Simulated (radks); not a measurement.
Results of a calculation; reference values are marked as such.
Valence configurations of Zr (all share [Kr]). Level of theory: Dirac Kohn-Sham, LDA (Slater exchange, Perdew-Wang correlation), spin-unpolarised, spherical densities, finite nucleus; open shells are shared between the two j in proportion to 2j + 1; Fermi nuclear charge, rms radius 4.2694 fm (a radial shooting solver on a logarithmic mesh with Libxc functionals). Energies are relative to 4d2 5s2; eigenvalues in eV.

valence          E (eV)  e(4d3/2)  e(4d5/2)  e(5p1/2)  e(5p3/2)  e(5s1/2)
4d2 5s2           0.000    -3.814    -3.684         -         -    -4.588
4d3 5s1           1.221    -2.553    -2.441         -         -    -4.028
4d1.5 5s1.5 5p1   2.962    -5.688    -5.543    -2.385    -2.257    -5.659
4d4               2.999    -1.756    -1.659         -         -         -
4d1 5s2 5p1       3.065    -6.580    -6.425    -2.568    -2.427    -6.009
4d2 5s1 5p1       3.112    -4.882    -4.746    -2.216    -2.100    -5.331
4d2 5p2           6.385    -5.845    -5.704    -2.701    -2.572         -
5s2 5p2           8.123         -         -    -3.432    -3.249    -7.363
5s1.5 5p2.5      10.167         -         -    -3.646    -3.457    -7.643

NIST lists [Kr] 4d2 5s2 as the ground configuration; this level of theory agrees among the configurations tried. The energies are those of spherical spin-averaged densities, not of single terms.
